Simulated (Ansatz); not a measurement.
Input (CCSDTQ/cc-pV(D+d)Z; Ansatz, a quantum-chemistry and plane-wave program): A basis named .json is the Basis Set Exchange file of that set.

Ansatz 0.2 input:
```yaml
crystal:
  periodic: [false, false, false]
  atoms:
    - {symbol: O, position_ang: [-0.00000000, -0.00000000, -1.51012766]}
    - {symbol: Si, position_ang: [0.00000000, 0.00000000, 0.00000000]}
    - {symbol: O, position_ang: [0.00000000, 0.00000000, 1.51012766]}
basis:
  gaussian:
    orbitals: cc-pV_D+d_Z.json
magnetization: {spin_polarized: false}
correlation: {method: ccsdtq, electrons: outside_noble_gas}
```

Output:

```
Functional definition: HF
integrals: 0.03 GiB planned
900 factors; integrals over basis functions are off by at most 1.7e-7 eV
mean field: 0.14 GiB planned
mean field evaluation 1: about -11930.9792 eV, gradient 5.1e1 eV
mean field evaluation 2: about -11930.9827 eV, gradient 5.1e1 eV
mean field evaluation 4: about -11936.1788 eV, gradient 2.0e0 eV
mean field evaluation 8: about -11936.2055 eV, gradient 6.8e-4 eV
mean field evaluation 16: about -11936.1986 eV, gradient 2.4e-1 eV
mean field -11936.20552939 eV, -438.6474625543 hartree, gradient 5.0e-7 eV, S^2 0.000000; 0 other end points of the search recorded, 0 dependent functions left out
7 core orbitals not correlated
reference -11936.20552939 eV, -438.6474625543 hartree; 8, 8 occupied and 36, 36 virtual orbitals, 900 factors
second order -12.83251872 eV of doubles, -0.00000000 eV of singles
coupled cluster: 12.20 GiB planned
cycle   1  -12.02160356 eV  change    8.1e-1 eV  update   1.7e-1
cycle   2  -12.81620361 eV  change   -7.9e-1 eV  update   1.3e-1
cycle   3  -13.25115601 eV  change   -4.3e-1 eV  update   4.4e-2
cycle   4  -13.27248227 eV  change   -2.1e-2 eV  update   2.7e-2
cycle   5  -13.24129251 eV  change    3.1e-2 eV  update   1.2e-2
cycle   6  -13.25842353 eV  change   -1.7e-2 eV  update   7.6e-3
cycle   7  -13.26061998 eV  change   -2.2e-3 eV  update   2.4e-3
cycle   8  -13.25919734 eV  change    1.4e-3 eV  update   1.7e-3
cycle   9  -13.25986517 eV  change   -6.7e-4 eV  update   6.4e-4
cycle  10  -13.26005739 eV  change   -1.9e-4 eV  update   8.8e-4
cycle  11  -13.25965086 eV  change    4.1e-4 eV  update   2.0e-4
cycle  12  -13.25970297 eV  change   -5.2e-5 eV  update   1.3e-4
cycle  13  -13.25968797 eV  change    1.5e-5 eV  update   5.5e-5
cycle  14  -13.25962861 eV  change    5.9e-5 eV  update   5.2e-5
cycle  15  -13.25960070 eV  change    2.8e-5 eV  update   1.5e-5
cycle  16  -13.25960915 eV  change   -8.4e-6 eV  update   1.5e-5
cycle  17  -13.25961325 eV  change   -4.1e-6 eV  update   6.6e-6
cycle  18  -13.25961312 eV  change    1.3e-7 eV  update   2.1e-6
cycle  19  -13.25961383 eV  change   -7.0e-7 eV  update   1.2e-6
cycle  20  -13.25961505 eV  change   -1.2e-6 eV  update   4.5e-7
cycle  21  -13.25961559 eV  change   -5.3e-7 eV  update   2.2e-7
coupled cluster: 12.20 GiB planned
Total energy: -11949.46514497 eV, -439.1347444394 hartree
```
